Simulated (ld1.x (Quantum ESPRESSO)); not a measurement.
# Before and after: TM potential for zinc (Zn)

* Element: Zn
* Generator: ld1.x (Quantum ESPRESSO) 7.5
* Type: norm-conserving Troullier–Martins (Kleinman–Bylander form)
* Functional: PBEsol
* Relativity: scalar-relativistic
* Frozen core: [Ne] 3s2
* Valence charge: 18
* Reference configuration: 3p6 3d10 4s2 4p0
* Partial waves: 4s (bound): rc 2.00 bohr; 3p (bound): rc 0.65 bohr; 3d (bound): rc 0.90 bohr
* Local potential: all-electron potential smoothed inside 0.80 bohr (lloc = -2)
* Core correction: a·sin(br)/r model core, default radius (core density twice the valence density)

Change: all radii but the core radius scaled by about 1.11 (s 2.22, p 0.72, d 1.00 bohr); local potential all-electron potential smoothed inside 0.88 bohr (lloc = -2).

Cutoffs: the cutoffs (Ry, on a coarse ladder) from which the occupation-weighted sum of valence levels, in a spherical-Bessel basis at the reference potential, stays within 10 and 1 mRy of its value at 400 Ry; they do not see the model core or the augmentation charge, which bear on the density cutoff. Errors are all-electron minus pseudo energies relative to the spin-unpolarised reference configuration.

Question: Predict the effect on cutoff, ghosts and configuration errors.

Answer: Both files keep a bound ghost (s); of the 7 tests that both files solve, the error grows in 3 and shrinks in 2 by more than 15 % and 0.3 meV (median size 32.7 → 45.5 meV).

```tsv
quantity	base	changed
cutoff, loose	260 Ry	230 Ry
cutoff, tight	over 300 Ry	over 300 Ry
loose cutoff by channel (10 mRy a level)	s 15 Ry, p 160 Ry, d 230 Ry	s 18 Ry, p 160 Ry, d 200 Ry
bound ghosts	s	s
error for 3p6 3d10 4s1 4p0, meV [ΔE 9.90 eV]	-7.1	-7.1
error for 3p6 3d10 4s0 4p0, meV [ΔE 28.25 eV]	-46	-45
error for 3p6 3d9 4s0 4p0, meV [ΔE 68.76 eV]	+29	-17
error for 3p5 3d10 4s2 4p0, meV [ΔE 91.89 eV]	-72	-102
error for 3p6 3d10 4s0 4p2, meV [ΔE 10.60 eV]	-20	-40
error for 3p6 3d8 4s0 4p0, meV [ΔE 130.54 eV]	+62	-49
error for 3p6 3d9 4s2 4p1, meV [ΔE 12.28 eV]	-33	-54
```

Base: These tests converged, but a pseudo level misses the all-electron one widely, so the file describes the atom poorly there or has found another state: 3p6 3d8 4s0 4p0: empty 4s by 5.7 eV (a node warning on the way). A true bound ghost makes a file unfit for plane-wave use even where its test errors are small: the radial tests pick states by their node count and pass the ghost by.
